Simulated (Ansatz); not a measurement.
Reaction (ligand exchange at a Ti–F bond): `C[O][Ti]12345678([F])([C@@H]9[C@H]1[C@H]2[C@@]3(C)[C@@H]94)[C@@H]1[C@H]5[C@H]6[C@@]7(C)[C@@H]18` + HCl → `C[O][Ti]12345678([Cl])([C@@H]9[C@H]1[C@H]2[C@@]3(C)[C@@H]94)[C@@H]1[C@H]5[C@H]6[C@@]7(C)[C@@H]18` + H–F

Calculated with Ansatz (gas phase, PBE0-D4/def2-TZVP geometries, no zero-point term in ΔE). CBS: MP2 limit from def2 TZ/QZ plus the TZ coupled-cluster correction, frozen cores. This one scheme is used for every species. Functionals use def2-TZVPP. For Ti outer-core shells are correlated without core-valence functions, which leaves a few kJ/mol of doubt a bond. Scalar relativity is left out up to krypton. One conformer a species, not always the lowest.

| level | ΔE (kJ/mol) |
| --- | --- |
| r2SCANh-D4 | 5.1 |
| BHLYP | 13.7 |

Question: What does CCSD(T)/CBS give? (Estimate.)

Answer: Ansatz gave: -16.2 kJ/mol. The listed levels differ from it by 21.3, 29.9 kJ/mol.

Largest T1 diagnostic among the species: 0.018.

In def2-TZVPP, CCSD(T) changes the Hartree–Fock value by −25.4 kJ/mol (the triples alone add −9.8 kJ/mol) and MP2 by −54.5 kJ/mol. Leaving LDA and LC-ωPBE aside and taking each functional with its dispersion term where it has one, the values, not all of them listed here, spread over 28.2 kJ/mol, from PBE-QIDH to CAM-B3LYP-D4. LDA lies −7.3 kJ/mol from PBE without D4.
